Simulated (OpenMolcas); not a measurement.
# 3d⁵ along the 23-electron sequence

```
Program             : OpenMolcas
Method              : MS-CASPT2, IPEA 0.25 Eh, imaginary shift 0.1 Eh
Basis               : ANO-RCC-VTZP
Scalar Hamiltonian  : DKH2, point nucleus
Spin-orbit coupling : RASSI with atomic mean-field integrals over the reference wave functions, term energies averaged over their components
```

Active space for each ion: 5 electrons in 5 orbitals (3d); closed shells correlated by CASPT2: 3s 3p.

Computed levels in cm-1 above ⁶S_5/2:

```json
{"Level": "⁴G_5/2", "Cr+": "21200", "Mn2+": "27910", "Fe3+": "33330", "Co4+": "38980", "Ni5+": "43260", "Cu6+": "47750"}
{"Level": "⁴G_7/2", "Cr+": "21200", "Mn2+": "27920", "Fe3+": "33360", "Co4+": "39030", "Ni5+": "43340", "Cu6+": "47880"}
{"Level": "⁴G_11/2", "Cr+": "21210", "Mn2+": "27930", "Fe3+": "33370", "Co4+": "39050", "Ni5+": "43360", "Cu6+": "47920"}
{"Level": "⁴G_9/2", "Cr+": "21210", "Mn2+": "27930", "Fe3+": "33380", "Co4+": "39060", "Ni5+": "43380", "Cu6+": "47950"}
{"Level": "⁴P_5/2", "Cr+": "22840", "Mn2+": "30630", "Fe3+": "36850", "Co4+": "43060", "Ni5+": "47610", "Cu6+": "52390"}
{"Level": "⁴P_3/2", "Cr+": "22860", "Mn2+": "30670", "Fe3+": "36930", "Co4+": "43200", "Ni5+": "47810", "Cu6+": "52690"}
{"Level": "⁴P_1/2", "Cr+": "22880", "Mn2+": "30710", "Fe3+": "37020", "Co4+": "43370", "Ni5+": "48050", "Cu6+": "53060"}
{"Level": "⁴D_7/2", "Cr+": "25470", "Mn2+": "33540", "Fe3+": "40030", "Co4+": "46750", "Ni5+": "51820", "Cu6+": "57220"}
{"Level": "⁴D_1/2", "Cr+": "25500", "Mn2+": "33580", "Fe3+": "40110", "Co4+": "46910", "Ni5+": "52050", "Cu6+": "57580"}
{"Level": "weight of ⁶S in the lowest level (%)", "Cr+": "100", "Mn2+": "100", "Fe3+": "100", "Co4+": "100", "Ni5+": "100", "Cu6+": "100"}
```

Measured, with the error of the calculation in %. Measured levels: Cr+ from NIST Handbook of Basic Atomic Spectroscopic Data; Mn2+ from Corliss and Sugar, J. Phys. Chem. Ref. Data 6, 1253 (1977); Fe3+ from Corliss and Sugar, J. Phys. Chem. Ref. Data 11, 135 (1982); Co4+ from Sugar and Corliss, J. Phys. Chem. Ref. Data 10, 1097 (1981); Ni5+ from Corliss and Sugar, J. Phys. Chem. Ref. Data 10, 197 (1981); Cu6+ from the list in Gamrath, thesis, University of Mons (2023).

| Level | Cr+ | Mn2+ | Fe3+ | Co4+ | Ni5+ | Cu6+ |
| --- | --- | --- | --- | --- | --- | --- |
| ⁴G_5/2 | 20512 (+3.3) |  |  |  |  |  |
| ⁴G_7/2 | 20518 (+3.3) | 26860 (+4.0) |  |  |  |  |
| ⁴G_11/2 | 20512 (+3.4) | 26824 (+4.1) | 32246 (+3.5) | 37218 (+4.9) | 41921 (+3.4) |  |
| ⁴G_9/2 | 20519 (+3.4) |  |  |  |  |  |
| ⁴P_5/2 | 21823 (+4.6) | 29168 (+5.0) | 35254 (+4.5) | 40753 (+5.7) | 45884 (+3.8) | 50732 (+3.3) |
| ⁴P_3/2 | 21824 (+4.7) |  | 35333 (+4.5) | 40891 (+5.7) | 46104 (+3.7) | 51067 (+3.2) |
| ⁴P_1/2 | 21824 (+4.8) |  | 35407 (+4.6) | 41024 (+5.7) | 46325 (+3.7) | 51407 (+3.2) |
| ⁴D_7/2 |  | 32307 (+3.8) | 38779 (+3.2) | 44709 (+4.6) | 50331 (+3.0) | 55742 (+2.6) |
| ⁴D_1/2 |  | 32369 (+3.8) | 38897 (+3.1) | 44908 (+4.5) |  | 56210 (+2.4) |

⁴G_5/2 changes by a factor of 2.25 over the same range, with steps per unit of Z of +6710, +5420, +5650, +4280, +4490 cm-1.

CASPT2 breaks the degeneracy within a term, and the mean is taken; among the terms shown or strongly mixed into the levels shown the widest spread is 460 cm-1 (3d⁵ ⁴G, Cr+). Some high roots are left out of the spin-orbit mixing, which shifts the levels that they would mix with (holds for Cr+). Blocks of more than 70 roots (2S+1 = 2 even) ran without multistate coupling (holds for Mn2+; Fe3+; Co4+; Ni5+; Cu6+). Computed and measured levels are paired by configuration, term and J; levels that our copy of the source lacks, or whose pairing is in doubt (as where it misses far off the trend of its configuration), stay unpaired and out of the deviations. Levels of configurations outside the active space are missing.
